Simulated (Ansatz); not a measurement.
Stepwise reaction of `C[Si](C)(O)O` with hydrogen fluoride, as a gas-phase model of exchange steps in deposition or etching. ΔE in kJ/mol; ΔG adds harmonic PBE0-D4 terms to CCSD(T)/CBS, at 1 bar.

Computed with Ansatz on PBE0-D4/def2-TZVP structures; ΔE is electronic, products minus reactants. CBS: MP2 limit from def2 TZ/QZ plus the TZ coupled-cluster correction, frozen cores. This one scheme is used for every species. Functionals use def2-TZVPP. B3LYP here is the variant with VWN-RPA as its local correlation; programs differ in this. Each species was taken in one conformer, which may not be the lowest.

```tsv
step	reaction	PBE-D4	B3LYP-D4	ωB97M-V	CCSD(T)/CBS	ΔG(600 K)
1	`C[Si](C)(O)O` + H–F → `C[Si](O)(O)F` + CH₄	-161.2	-175.2	-172.4	-168.5	-157.4
2	`C[Si](O)(O)F` + H–F → `O[Si](O)(F)F` + CH₄	-135.5	-149.4	-147.2	-146.3	-136.6
```

(1) By hand: ΔE of the 2 steps together at CCSD(T)/CBS.

Results:

(1) (-168.5) + (-146.3) = -314.8 kJ/mol, or -157.4 kJ/mol a step.

In ΔE each step is higher than the one before. All are downhill at CCSD(T)/CBS. ΔG lies between -157.4 and -136.6 kJ/mol a step. PBE-D4 differs from CCSD(T)/CBS by 7.3 to 10.8 kJ/mol a step. Isolated molecules leave out the surface, adducts and barriers. Largest T1 diagnostic: 0.011.
